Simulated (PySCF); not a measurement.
platinum atom (Pt), triplet (core potentials on Pt); B97M-V/def2-SVP (PySCF).

Input for PySCF:
```python
from pyscf import gto, scf, dft

mol = gto.Mole()
mol.atom = '''
    Pt    0.000000    0.000000    0.000000
'''
mol.basis = 'def2-svp'
mol.ecp = {'Pt': 'def2-svp'}
mol.charge = 0
mol.spin = 2
mol.verbose = 4
mol.build()

mf = dft.UKS(mol)
mf.xc = 'b97m_v'
mf.kernel()
```

The log (banner, timings and long lists left out):

```
PySCF version 2.14.0

[INPUT] verbose = 4
[INPUT] num. atoms = 1
[INPUT] num. electrons = 18
[INPUT] charge = 0
[INPUT] spin (= nelec alpha-beta = 2S) = 2
[INPUT] symmetry False subgroup None
[INPUT] Mole.unit = angstrom
[INPUT] Symbol           X                Y                Z      unit          X                Y                Z       unit  Magmom
[INPUT]  1 Pt     0.000000000000   0.000000000000   0.000000000000 AA    0.000000000000   0.000000000000   0.000000000000 Bohr   0.0

nuclear repulsion = 0
number of shells = 12
number of NR pGTOs = 57
number of NR cGTOs = 32
basis = def2-svp
ecp = {'Pt': 'def2-svp'}

******** <class 'pyscf.dft.uks.UKS'> ********
method = UKS
initial guess = minao
damping factor = 0
level_shift factor = 0
DIIS = <class 'pyscf.scf.diis.CDIIS'>
diis_start_cycle = 1
diis_space = 8
diis_damp = 0
SCF conv_tol = 1e-09
SCF conv_tol_grad = None
SCF max_cycles = 50
direct_scf = True
direct_scf_tol = 1e-13
number electrons alpha = 10  beta = 8
XC library pyscf.dft.libxc version 7.1.2
    S. Lehtola, C. Steigemann, M. J. T. Oliveira, and M. A. L. Marques,  SoftwareX 7, 1–5 (2018)
XC functionals = b97m_v
    N. Mardirossian and M. Head-Gordon,  J. Chem. Phys. 142, 074111 (2015)
radial grids:
    Treutler-Ahlrichs [JCP 102, 346 (1995); DOI:10.1063/1.469408] (M4) radial grids

becke partition: Becke, JCP 88, 2547 (1988); DOI:10.1063/1.454033
pruning grids: <function nwchem_prune>
grids dens level: 3
symmetrized grids: False
atomic radii adjust function: <function treutler_atomic_radii_adjust>
** Following is NLC and NLC Grids **
NLC functional = b97m_v
radial grids:
    Treutler-Ahlrichs [JCP 102, 346 (1995); DOI:10.1063/1.469408] (M4) radial grids

becke partition: Becke, JCP 88, 2547 (1988); DOI:10.1063/1.454033
pruning grids: <function nwchem_prune>
grids dens level: 3
symmetrized grids: False
atomic radii adjust function: <function treutler_atomic_radii_adjust>
small_rho_cutoff = 0
Set gradient conv threshold to 3.16228e-05
tot grids = 24312
tot grids = 24312
init E= -107.846055166124

cycle= 1 E= -119.003876664759  delta_E= -11.2  |g|= 0.587  |ddm|= 5.64

cycle= 2 E= -118.33900519397  delta_E= 0.665  |g|= 1.35  |ddm|=  2.8
cycle= 3 E= -119.237940368381  delta_E= -0.899  |g|= 0.0219  |ddm|= 1.84
cycle= 4 E= -119.238433116754  delta_E= -0.000493  |g|= 0.00621  |ddm|= 0.155
cycle= 5 E= -119.238459648015  delta_E= -2.65e-05  |g|= 0.000789  |ddm|= 0.0111
cycle= 6 E= -119.238461133333  delta_E= -1.49e-06  |g|= 0.000419  |ddm|= 0.00619
cycle= 7 E= -119.238463963768  delta_E= -2.83e-06  |g|= 0.000465  |ddm|= 0.0152
cycle= 8 E= -119.238466659137  delta_E= -2.7e-06  |g|= 0.000355  |ddm|= 0.0184
cycle= 9 E= -119.238468639896  delta_E= -1.98e-06  |g|= 0.000193  |ddm|= 0.0223
cycle= 10 E= -119.238469073466  delta_E= -4.34e-07  |g|= 3.83e-05  |ddm|= 0.0147
cycle= 11 E= -119.238469074547  delta_E= -1.08e-09  |g|= 3.87e-05  |ddm|= 0.000353
cycle= 12 E= -119.238469078836  delta_E= -4.29e-09  |g|= 1.28e-05  |ddm|= 0.0015
cycle= 13 E= -119.23846908043  delta_E= -1.59e-09  |g|= 1.32e-05  |ddm|= 0.000477
cycle= 14 E= -119.238469081933  delta_E= -1.5e-09  |g|= 9.48e-06  |ddm|= 0.000511
cycle= 15 E= -119.238469088937  delta_E= -7e-09  |g|= 1.06e-05  |ddm|= 0.00112
cycle= 16 E= -119.238469095627  delta_E= -6.69e-09  |g|= 7.31e-06  |ddm|= 0.00111
cycle= 17 E= -119.238469095339  delta_E= 2.88e-10  |g|= 7.09e-06  |ddm|= 0.000112
Extra cycle  E= -119.238469095802  delta_E= -4.63e-10  |g|= 6.97e-06  |ddm|= 7.54e-05
converged SCF energy = -119.238469095802  <S^2> = 2.0005697  2S+1 = 3.0003798
```
